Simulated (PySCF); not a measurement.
Isomers of C4H9NSi2. Level of theory: PySCF 2.14.0, density-fitted response routines, TDDFT wB97X-D/def2-SVPD, vertical, gas phase, core orbitals frozen in the response. Geometries: GFN2-xTB; one conformer of each isolated species. Triplets are in the Tamm–Dancoff approximation.

A. `C#C[Si@@]1(N)CC[SiH2]1`
B. `C#C[Si@]1([SiH3])CCN1`
C. `C#C[Si@](N)([SiH3])C=C`

Lowest singlet levels (six at most, fewer where fewer were computed) with oscillator strengths:

1. 208 nm (f 0.002); 202 nm (f 0.008); 199 nm (f 0.007); 194 nm (f 0.021); 190 nm (f 0.031); 183 nm (f 0.075); T1 4.40 eV
2. 231 nm (f 0.027); 206 nm (f 0.003); 203 nm (f 0.031); 197 nm (f 0.080); 195 nm (f 0.043); 192 nm (f 0.018); T1 4.77 eV
3. 248 nm (f 0.013); 219 nm (f 0.010); 214 nm (f 0.008); 202 nm (f 0.006); 194 nm (f 0.005); 186 nm (f 0.045); T1 4.64 eV

Question: Match each spectrum to its molecule.

Answer: 1 = C, 2 = A, 3 = B.
- A: S1 at 5.36 eV, HOMO→LUMO (91%); Löwdin shares by element: HOMO silicon 32%, nitrogen 23%, carbon 21% or more (atoms not listed hold the other 23%); LUMO silicon 40%, carbon 30% or more (atoms not listed hold the other 31%); HOMO -8.73 and LUMO 1.07 eV.
- B: S1 at 5.00 eV, HOMO→LUMO (96%); Löwdin shares by element: HOMO nitrogen 54%, carbon 12% or more, silicon 8% or more, hydrogen 5% or more (atoms not listed hold the other 22%); LUMO silicon 44%, carbon 28% or more (atoms not listed hold the other 29%); HOMO -8.52 and LUMO 0.88 eV.
- C: S1 at 5.97 eV, HOMO-2→LUMO+1 (23%), HOMO→LUMO (12%), HOMO-2→LUMO (11%); Löwdin shares by element: HOMO nitrogen 53%, carbon 24% or more, silicon 6% or more (atoms not listed hold the other 16%); LUMO carbon 42% or more, silicon 22% (atoms not listed hold the other 37%); HOMO -9.48 and LUMO 1.24 eV.
